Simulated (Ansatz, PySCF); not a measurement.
C3H8BF (SMILES CCB(C)F), singlet, geometry from GFN2-xTB, with bond 9-7 at 1.4 times its length. Base run: CASSCF(2,4)/STO-3G (PySCF).

The PySCF input:
```python
from pyscf import gto, scf, mcscf
import numpy

mol = gto.M(
    atom='''
B     0.251604    0.212204    0.442066
F     0.596834   -0.992816    0.873504
C     0.711832    1.451006    1.307761
H     1.797667    1.472801    1.388779
H     0.339506    1.362457    2.327173
H     0.385345    2.407055    0.911113
C    -0.592323    0.334436   -0.895439
C    -0.893672   -0.991231   -1.598887
H     0.137412    1.263871   -1.869760
H    -1.535925    0.842229   -0.673282
H    -1.450244   -1.652423   -0.939165
H     0.030929   -1.492378   -1.875013
H    -1.480734   -0.828999   -2.500696
''',
    basis='sto-3g',
    charge=0,
    spin=0,
    verbose=4,
)

mf = scf.RHF(mol)
mf.kernel()
mc = mcscf.CASSCF(mf, 4, 2)
mc.fix_spin_(ss=0.0)
mc.kernel()
occ = numpy.linalg.eigvalsh(mc.fcisolver.make_rdm1(mc.ci, mc.ncas, mc.nelecas))[::-1]
ss = mc.fcisolver.spin_square(mc.ci, mc.ncas, mc.nelecas)[0]
print('natural occupations', occ.round(4), ' <S^2>', round(ss, 4))
```

Programs used: Ansatz (an electronic-structure program), PySCF; a row that names a program was run with it.

Each row names what was changed in the base input (with any setting that the change needs).

```csv
change,ΔE vs base (kcal/mol),natural occupations,<S^2> of the state
base,0.000,1.91 0.09 0.00 0.00,0.00
fix_spin_ = off,0.000,1.91 0.09 0.00 0.00,0.00
start = MP2 natural orbitals,0.000,1.91 0.09 0.00 0.00,0.00
"active space = 4 electrons, 3 orbitals",-0.103,2.00 1.91 0.09,0.00
orbitals = fixed (CASCI); correction = SC-NEVPT2,-119.1,1.99 0.01 0.00 0.00,0.00
solver = newton,0.000,1.91 0.09 0.00 0.00,0.00
"active space = 4 electrons, 5 orbitals",-10.40,1.98 1.91 0.09 0.02 0.00,0.00
state_average = 2 states,24.73,-,-
"active space = 6 electrons, 8 orbitals",-25.44,1.98 1.98 1.91 0.09 0.02 0.02 0.00 0.00,0.00
correction = SC-NEVPT2,-125.4,1.91 0.09 0.00 0.00,0.00
code = ansatz,0.014,-,-
```

Active orbitals are taken around the Fermi level unless the row says otherwise; CASSCF can end in different local minima, and two programs can end on different orbitals. State-averaged rows give the lowest state.
